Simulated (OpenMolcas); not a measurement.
# V: the spin-orbit constant, worked from levels

```
Program             : OpenMolcas
Basis               : ANO-RCC-VTZP [6s5p3d2f1g]
Scalar Hamiltonian  : DKH2, point nucleus
Active space        : 5 electrons in 9 orbitals (RAS2 3d 4s; RAS3 4p, at most 2 electrons)
State averaging     : 2S+1 = 4 even, 50 roots (45 in the spin-orbit step); 2S+1 = 6 even, 5 roots kept (CI in the orbitals of an earlier block); 2S+1 = 2 even, 88 roots kept (CI in the orbitals of an earlier block, 58 in the spin-orbit step); 2S+1 = 4 odd, 70 roots (51 in the spin-orbit step); 2S+1 = 6 odd, 40 roots kept (CI in the orbitals of an earlier block, 30 in the spin-orbit step); 2S+1 = 2 odd, 84 roots kept (CI in the orbitals of an earlier block, 21 in the spin-orbit step)
Spin-orbit coupling : state interaction with AMFI integrals over the reference wave functions, term energies averaged over their components
```

Methods: RASSCF; MS-RASPT2, IPEA 0.25 Eh, imaginary shift 0.1 Eh (closed shells correlated: 3s 3p). Measured levels: NIST Handbook of Basic Atomic Spectroscopic Data.

**The spin-orbit constant.** For the Hund term 4F of d3, E(J) = (A/2) J(J+1) + constant and ζ = 2S·A = 3A. From J = 3/2 to J = 9/2 the energy changes by 10.5 A.

```tsv
Source	E(9/2) - E(3/2)	A	ζ
RASSCF	503.9	48.0	144
MS-RASPT2	506.4	48.2	145
measured	553.0	52.7	158
```

All in cm-1. MS-RASPT2 is off by -8.4 % and RASSCF by -8.9 %. Both methods take the spin-orbit matrix elements from the reference wave functions, so the second can move ζ only through the term energies and any multistate remixing. Second-order mixing with other terms is absorbed into this ζ.

Term energies are means over components that CASPT2 splits; among the terms shown or strongly mixed into the levels shown the widest spread is 3200 cm-1 (3d3 4s2 4F, MS-RASPT2). Over all roots computed the reference weight is 0.83 to 0.93 in MS-RASPT2; the roots of lowest weight are the least certain, and an intruder state may touch them. Some high roots are left out of the spin-orbit mixing, which shifts the levels that they would mix with. Without dynamic correlation excited terms often stand tens of per cent too high (terms of higher spin than the ground term too low), and those without a measured partner can miss by more than the paired ones (holds for RASSCF). The lowest computed level is not the ground level that NIST lists (4F3/2) (holds for RASSCF). Computed and measured levels are paired by configuration, term and J; levels that our copy of the source lacks, or whose pairing is in doubt (as where it misses far off the trend of its configuration), stay unpaired and out of the deviations. Only configurations of the active space appear.
